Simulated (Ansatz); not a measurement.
`N[Si@H](F)O[Si@@H](N)O` → `N[SiH](F)[Si](N)(O)O`  (isomerisation)

Gas-phase electronic energies from Ansatz, PBE0-D4/def2-TZVP geometries. CCSD(T)/CBS is the MP2 limit (def2-TZVPP, def2-QZVPP) plus CCSD(T) − MP2 in def2-TZVPP, frozen cores. Functionals use def2-TZVPP. B3LYP here is the variant with VWN-RPA as its local correlation; programs differ in this. One conformer a species, not always the lowest.

`N[Si@H](F)O[Si@@H](N)O`:

Cartesian coordinates in Å:
```
N -0.757 -0.972 1.809
Si 0.071 0.487 1.508
O 1.466 0.516 2.359
O 0.311 0.549 -0.111
Si 0.121 -0.267 -1.493
N 0.068 0.853 -2.754
F -1.231 -1.123 -1.335
H -1.413 -1.329 1.132
H -0.993 -1.255 2.745
H -0.597 1.745 1.896
H 1.998 -0.281 2.335
H 1.171 -1.272 -1.743
H 0.102 0.577 -3.720
H -0.317 1.773 -2.628
```

`N[SiH](F)[Si](N)(O)O`:

Cartesian coordinates in Å:
```
N 1.368 -1.711 -1.041
Si 0.109 -1.475 0.083
F 0.469 -1.922 1.593
Si -0.364 0.820 0.088
N -1.222 1.489 1.401
O -1.307 1.237 -1.196
O 1.160 1.445 0.032
H 1.639 -2.624 -1.370
H 2.132 -1.055 -1.077
H -1.004 -2.376 -0.317
H -0.917 1.342 2.348
H -2.223 1.589 1.340
H -1.077 0.847 -2.041
H 1.236 2.394 0.159
```

```csv
level,ΔE (kJ/mol)
B2PLYP,157.0
r2SCAN,150.0
PBE0,137.5
B3LYP,151.3
CCSD(T)/def2-TZVPP,156.6
SCS-MP2/def2-QZVPP,164.6
HF/CBS(def2),187.9
MP2/CBS(def2),160.4
```

**Question.** What does CCSD(T)/CBS give? (An estimate is asked.)

**Answer.** Computed: +155.5 kJ/mol. The listed levels differ from it by 1.5, -5.5, -18.0, -4.2, 1.1, 9.1, 32.4, 4.9 kJ/mol.

Largest T1 diagnostic among the species: 0.012.

From PBE to PBE0 (25 % exact exchange), in def2-TZVPP and without D4, ΔE moves by +13.8 kJ/mol. In def2-TZVPP, CCSD(T) changes the Hartree–Fock value by −28.1 kJ/mol (the triples alone add −4.5 kJ/mol) and MP2 by −23.2 kJ/mol.
